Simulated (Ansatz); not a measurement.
Molecule: tert-butyl(trifluoro)silane, C4H9F3Si, charge 0, multiplicity 1. SMILES: F[Si](C(C)(C)C)(F)F
Coordinates optimised at B3LYP-D3(BJ)/def2-TZVP (Ansatz, a first-principles code):
```
C
C 1 1.5393
H 2 1.0915 1 111.80
H 2 1.0915 3 108.14 1 -123.51
H 2 1.0937 3 107.72 4 -116.16
C 1 1.5393 2 109.80 3 58.89
H 6 1.0915 1 111.80 2 -58.89
H 6 1.0915 7 108.14 1 123.51
H 6 1.0937 7 107.72 8 116.16
C 1 1.5393 2 109.80 3 179.70
H 10 1.0915 1 111.80 2 58.89
H 10 1.0915 11 108.14 1 -123.51
H 10 1.0937 11 107.72 12 -116.16
Si 1 1.8546 2 109.14 3 -60.71
F 14 1.5875 1 111.98 2 60.00
F 14 1.5875 15 106.85 1 122.96
F 14 1.5875 15 106.85 16 114.09
```
Charge 0, spin multiplicity 1.

Property: atomisation energy (electronic, to ground-state atoms); the coupled-cluster value holds the core correlation from cc-pwCVTZ, in kcal/mol. Correlated levels leave the core frozen unless marked. UHF or UKS for open shells. No spin-orbit coupling. No relativistic terms. Basis-set limits of correlation are two-point, X^-3; Hartree-Fock from the larger set. The bracket is a focal-point correction in the basis named.

Level to compare with: RI-MP2/CBS(aug-cc-pV(T+d)Z,aug-cc-pV(Q+d)Z)+[CCSD(T)-MP2]/aug-cc-pV(T+d)Z plus the core term (Ansatz), 1707.0 kcal/mol. It is a level with limits of its own, and the differences hold the functionals' basis error too.

Rank these functionals by how close they come to RI-MP2/CBS(aug-cc-pV(T+d)Z,aug-cc-pV(Q+d)Z)+[CCSD(T)-MP2]/aug-cc-pV(T+d)Z, closest first: wB97M-V/def2-TZVPD (Ansatz); BHLYP/def2-TZVPD (Ansatz); BLYP/def2-TZVPD (Ansatz); SVWN5/def2-TZVPD (Ansatz).

wB97M-V/def2-TZVPD (range-separated hybrid meta-GGA with VV10, 1696.5 kcal/mol, difference -10.5), BLYP/def2-TZVPD (GGA, 1660.2 kcal/mol, difference -46.8), BHLYP/def2-TZVPD (global hybrid, 1635.5 kcal/mol, difference -71.5), SVWN5/def2-TZVPD (LDA, 1923.1 kcal/mol, difference 216.1)
